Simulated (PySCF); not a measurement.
Level of theory: PySCF, PBE0, basis As def2-TZVP, H def2-TZVP (no relativity, density fitting). Open shells, if any, are unrestricted.

Problem. What shape and geometry does isolated singlet AsH₃ take (every ligand bound to As)?

Solution. Counting electrons, arsenic keeps 2 of its valence electrons outside its bonds, so the VSEPR class is AX3E1 and the expected shape is trigonal pyramidal (C3v), as computed. The angle of 92° is close to 90°: the heavy centre bonds with nearly pure p orbitals and keeps its lone pair s-like. The lowest minimum found is a singlet of C3v symmetry with As–H 1.522 Å (×3); H–As–H 92.0° (×3). Its harmonic wavenumbers are 922 (a1), 1018 (e), 2215 (a1), 2228 (e) cm⁻¹ and its dipole moment is 0.34 D.
